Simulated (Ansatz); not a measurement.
Reaction (formal exchange of groups at the Si–C bond): `[SiH3]C[S][GaH2]` + `BC=O` → `O=CB[SiH3]` + `C[S][GaH2]`

Gas-phase electronic energies from Ansatz, PBE0-D4/def2-TZVP geometries. CCSD(T)/CBS adds triple-zeta CCSD(T) − MP2 to the extrapolated MP2 energy (def2 sets, frozen cores). DFT in def2-TZVPP. For Ga outer-core shells are correlated without core-valence functions, which leaves a few kJ/mol of doubt a bond. Scalar relativity is left out up to krypton. One conformer a species, not always the lowest.

(1) Is it downhill or uphill in electronic energy at CCSD(T)/CBS, and by how much? (Best estimate.)

(2) What do these levels give: LDA (SPW92), PBE-D4, BLYP-D4, r2SCAN-D4, BHLYP-D4, CAM-B3LYP-D4, r2SCAN, r2SCAN0, CAM-B3LYP, LC-ωPBE, MP2/def2-SVP, MP2/def2-TZVPP? (Estimate.)

Largest T1 diagnostic among the species: 0.021, so the coupled-cluster value is less sure than usual.

Results:

(1) The calculation gave: Uphill: ΔE = +8.0 kJ/mol.

(2) Computed: LDA (SPW92) -5.0, PBE-D4 -5.0, BLYP-D4 2.6, r2SCAN-D4 -1.1, BHLYP-D4 10.7, CAM-B3LYP-D4 6.5, r2SCAN -2.2, r2SCAN0 1.4, CAM-B3LYP 2.3, LC-ωPBE 1.1, MP2/def2-SVP 9.7, MP2/def2-TZVPP 15.1 kJ/mol.

At CCSD(T), def2-SVP lies −5.6 kJ/mol from the extrapolated value and def2-TZVPP −0.9 kJ/mol. Leaving LDA and LC-ωPBE aside and taking each functional with its dispersion term where it has one, the values spread over 15.6 kJ/mol, from PBE-D4 to BHLYP-D4. LDA lies +4.4 kJ/mol from PBE without D4.
